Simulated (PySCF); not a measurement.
Stepwise substitution at one centre (Ge F-OH). Isolated molecules, 0 K electronic values unless said otherwise. One relaxed conformer stands for each flexible species; it need not be the lowest. Strings in code marks are SMILES.

All values below come from PySCF with r2SCAN-D4/def2-TZVP. All candidates: neutral, multiplicity 1. Excitations are Tamm–Dancoff values on a coarser integration grid. The basis has no diffuse functions, so Rydberg states are missing or too high.

* **brightest of the four lowest singlets (TDA)**: 8.46 eV
* **S1 excitation (TDA)**: 7.34 eV
* **HOMO**: -8.36 eV

Which member has these values?
(A) `[OH][Ge]([OH])([F])[F]` (H–O–Ge–F torsion -85°, F–Ge–O–H torsion 30°)
(B) `[OH][Ge]([OH])([OH])[F]`
(C) `[OH][Ge]([OH])([OH])[OH]`
(D) `[OH][Ge]([F])([F])[F]`

B, `[OH][Ge]([OH])([OH])[F]`. The others give `[OH][Ge]([OH])([F])[F]` (H–O–Ge–F torsion -85°, F–Ge–O–H torsion 30°): 8.71 eV, 7.35 eV, -8.78 eV; `[OH][Ge]([F])([F])[F]`: 8.56 eV, 7.40 eV, -9.26 eV; `[OH][Ge]([OH])([OH])[OH]`: 7.64 eV, 7.14 eV, -7.85 eV
